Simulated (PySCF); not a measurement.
## Ionisation energy of Te by level of theory

Te [Kr] 4d10 5s2 5p4 [5p1/2^2 5p3/2^2, M_J = 2] → Te⁺ [Kr] 4d10 5s2 5p3 [5p1/2^2 5p3/2^1, M_J = 3/2], as a difference of total energies. All numbers are calculated (PySCF 2.14, the two-component X2C-1e Hamiltonian, in x2c-TZVPPall-2c with one added diffuse shell each of s, p, d, f type (9s10p6d3f, 90 functions)). Correlated levels: [Kr] frozen; the 14 highest virtual spinors dropped. "Screened" scales the spin-orbit matrix elements by Boettger's factors to mimic the two-electron term; Breit and QED terms are absent.

Task: Order these methods by the ionisation energy they give, lowest first.
A. GMP2 (screened spin-orbit)
B. GCCSD(T) (screened spin-orbit)
C. GCCSD (screened spin-orbit)
D. GHF (screened spin-orbit)

Result: D (7.892 eV), A (8.673 eV), C (8.741 eV), B (8.783 eV).

Errors of the correlated levels include the incompleteness of this basis and the frozen core.

The labels give the starting determinants; with spin-orbit coupling the two ends relaxed to ⟨J²⟩ = 6.03, ⟨L²⟩ = 2.29, ⟨S²⟩ = 1.90 and ⟨J²⟩ = 3.75, ⟨L²⟩ = 0.10, ⟨S²⟩ = 3.66.

For comparison: 9.010 eV (measured; NIST Atomic Spectra Database, ionization energies).
